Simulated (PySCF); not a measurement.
## Assignment exercise: C5H8ClFO

Numbering as in the mapped SMILES `[CH3:1][C:2]([CH3:3])([CH2:4][F:5])[C:6](=[O:7])[Cl:8]`. Hydrogens are named by the atom that carries them.

- shielding tensors at PBE0/pcSseg-1 (GIAO)
- geometry: GFN2-xTB
- code: PySCF 2.14
- no relativistic terms, single conformer, averaged over atoms made equivalent by symmetry, fast rotation or ring inversion, no solvent

Chemical shifts δ = σref − σ; 13C (186.93 ppm), 1H (31.72 ppm) against TMS, all at this level.

Problem. Assign these signals to the numbered atoms. 13C{1H} NMR (computed): δ 190.3, 89.8, 54.3, 24.5.

Solution. 
190.3 → C6, carbonyl carbon
89.8 → C4, sp3 CH2 bonded to F: deshielded by the electronegative neighbour
54.3 → C2, quaternary sp3 carbon α to a carbonyl: α to the electron-withdrawing carbonyl group
24.5 → C1/C3, methyl carbon: saturated and bonded to C and H only

Problem. Assign these signals to the numbered atoms. 1H NMR (400 MHz, computed): δ 4.70 (m, 2H), 1.45 (s, 6H).

Solution. 
```tsv
δ (ppm)	atoms	environment	reason
4.70	H(C4)	hydrogen on an sp3 CH2 bonded to F	its carbon carries F, hence the downfield position
1.45	H(C1)/H(C3)	hydrogen on a methyl carbon	–
```

Carbons that carry Cl, above all several Cl atoms, come out too deshielded, partly because spin–orbit coupling is missing. Splittings by 19F in the carbon and heteronuclear signals aren't shown, as no couplings were computed. Shifts are as computed. Against solution values, carbons near 30 ppm lie about +3 ppm off and those near 130 ppm about +5 ppm; carbons on Cl a further +6 ppm. Of 1211 compounds with measured shifts, 218 miss one by over three times the rms of a fit or turn the order of signals round; such compounds aren't used in these exercises. Multiplicities follow the n + 1 count of equivalent neighbours, as no J values were calculated; m marks all less simple cases, F and P coupling included.
